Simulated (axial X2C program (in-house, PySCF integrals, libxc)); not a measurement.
**Nuclear properties of PtF⁺**

Computed with an axial X2C code built on PySCF integrals: two-component X2C with atomic mean-field Coulomb and Gaunt terms, Gaussian nuclei, basis Pt dyall-cv3z, F dyall-av3z with contracted cores.

R = 1.813 Å (near the PBE0 minimum at charge 1 of the determinant lowest at the starting distance; the state shown can have its own minimum elsewhere).

Determinant lowest in the PBE0 search, Ω = 1 (⟨Sz⟩ = 0.16, ⟨Lz⟩ = 0.84 at PBE0), spin on the atoms Pt 0.09, F 0.07:

```json
{"level": "PBE0", "Eeff magnitude (GV/cm)": "10.2", "Ws magnitude Pt (kHz)": "11.2", "A∥/gI Pt (MHz)": "-3900", "qzz Pt (a.u.)": "6.03", "A∥/gI F (MHz)": "19", "qzz F (a.u.)": "1.91"}
{"level": "HF", "Eeff magnitude (GV/cm)": "9.08", "Ws magnitude Pt (kHz)": "8.69", "A∥/gI Pt (MHz)": "-2420", "qzz Pt (a.u.)": "0.85", "A∥/gI F (MHz)": "-36.5", "qzz F (a.u.)": "1.98"}
{"level": "BP86", "Eeff magnitude (GV/cm)": "5.59", "Ws magnitude Pt (kHz)": "6.72", "A∥/gI Pt (MHz)": "-4300", "qzz Pt (a.u.)": "7.73", "A∥/gI F (MHz)": "21.1", "qzz F (a.u.)": "1.84"}
{"level": "PBE", "Eeff magnitude (GV/cm)": "5.75", "Ws magnitude Pt (kHz)": "6.86", "A∥/gI Pt (MHz)": "-4270", "qzz Pt (a.u.)": "7.61", "A∥/gI F (MHz)": "23.5", "qzz F (a.u.)": "1.83"}
{"level": "B3LYP", "Eeff magnitude (GV/cm)": "8.38", "Ws magnitude Pt (kHz)": "9.32", "A∥/gI Pt (MHz)": "-3970", "qzz Pt (a.u.)": "6.54", "A∥/gI F (MHz)": "20.3", "qzz F (a.u.)": "1.90"}
```

Determinant 0.16 eV from it at PBE0 and this distance, Ω = 0 (closed shell), highest spinor 69% Pt d, 25% F p:

| level | qzz Pt (a.u.) | qzz F (a.u.) |
| --- | --- | --- |
| PBE0 | 8.52 | 2.87 |
| HF | 7.93 | 2.58 |
| BP86 | 9.06 | 2.66 |
| PBE | 8.96 | 2.67 |
| B3LYP | 8.73 | 2.81 |

Eeff is the effective electric field on the electron electric dipole moment in this Ω state and Ws the scalar–pseudoscalar constant of the nucleus named (defined with the proton number Z and per Ω); A∥ (defined per Ω) follows by multiplying with gI = μI/(I μN); qzz is the electric field gradient, eQq0 = 234.96 MHz × Q/barn × qzz. The operators were transformed with the bare-nucleus X2C matrices; with these basis sets, hyperfine constants and field gradients can be off by tens of per cent, and where levels differ in sign neither size nor sign is settled.

(1) With gI(195Pt) = 1.2190 (g factors from the IAEA table of nuclear moments by Stone), turn the PBE0 values of the first state into constants in MHz.

Each state is one determinant with collinear spin, which with several unpaired electrons need not be a pure state. Unrestricted Hartree–Fock can overshoot spin polarisation at the nuclei. With several open shells hyperfine constants can be off by a factor of several. Open-shell Ω = 0 determinants with evenly filled partner blocks cannot be reached by this program, so the Ω shown need not be the lowest component. States lie within half an eV, so the first need not be the ground state. Further determinants of the search, some of them spin-mixed, are not shown. Where a field gradient or hyperfine factor spreads by more than a factor of two over the levels, a constant derived from it is not to be relied on. PBE0 term energies can be off by some tenths of an eV.

## Answers

(1) A∥(195Pt) = -3900 × 1.2190 = -4750 MHz.
